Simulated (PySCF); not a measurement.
**`[Cl][Co-3]([Cl])([Cl])([Cl])([Cl])[Cl]`, [Cl6Co]3-, charge -3**

Geometry:
```
atom   x (Å)   y (Å)   z (Å)
 Co1   0.000   0.000   0.000
 Cl2  -0.018  -0.009   2.267
 Cl3   0.018   0.010  -2.267
 Cl4   2.267   0.005   0.019
 Cl5  -2.267  -0.005  -0.019
 Cl6  -0.005   2.267   0.010
 Cl7   0.006  -2.267  -0.010
```

Total charge -3.

Level of theory: PySCF, GIAO PBE0/def2-SVP (def2-TZVP on Co) magnetisability, rotational g tensor and spin-rotation constants, non-relativistic, gas phase. Geometry: GFN2-xTB.

For an ion the centre-of-mass motion in the field is neglected. The highest occupied orbital is unbound at this level, so the values depend on the basis.

(1) What are the magnetisability and the molar susceptibility?

(2) Split it along the inertial axes a, b, c into diamagnetic and paramagnetic parts about the centre of mass, with the quadrupole moment.

(3) And the rotational g tensor?

## Answers

(1) Isotropic -3 × 10⁻³⁰ J/T², or -0.2 × 10⁻⁶ cm³/mol; principal values -3, -3, -3 × 10⁻³⁰ J/T², anisotropy 0 × 10⁻³⁰ J/T² (root of half the summed squared differences of the principal values). The susceptibility is in cgs units.

(2) 
```tsv
axis	χ (10⁻⁶ cm³/mol)	diamagnetic (10⁻⁶ cm³/mol)	paramagnetic (10⁻⁶ cm³/mol)	summed x² of all electrons (Å²)	quadrupole Θ (D Å)
a	-0.2	-1706.2	1706.0	201.1	0.00
b	-0.2	-1706.2	1706.0	201.1	0.00
c	-0.2	-1706.2	1706.0	201.1	0.00
```
Anisotropies 2χaa − χbb − χcc = 0.0 and 2χbb − χaa − χcc = 0.0 × 10⁻⁶ cm³/mol. Θ is traceless in Buckingham's convention.

(3) 
```tsv
axis	rotational constant (GHz)	g	nuclear part	electronic part
a	0.7030	-0.0736	0.4898	-0.5634
b	0.7029	-0.0736	0.4897	-0.5634
c	0.7027	-0.0736	0.4896	-0.5632
```
Spherical top; isotopes 35Cl, 59Co; no vibrational averaging.
